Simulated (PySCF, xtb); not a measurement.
C6H14S2, SMILES C(CCSC)CSC.

GFN2-xTB run with xtb 6.7.1 at its own geometry gives an orbital gap of 4.20 eV and a dipole moment of 0.00 D.

Geometry optimised at B3LYP-D3(BJ)/def2-SVP. The values are those of a single conformer.

What does PBE/def2-SVP (PySCF) give? (An estimate is asked for; the answer gives what the named calculation found.)

gap 5.09 eV (levels -4.87 and 0.23 eV), dipole 0.00 D.
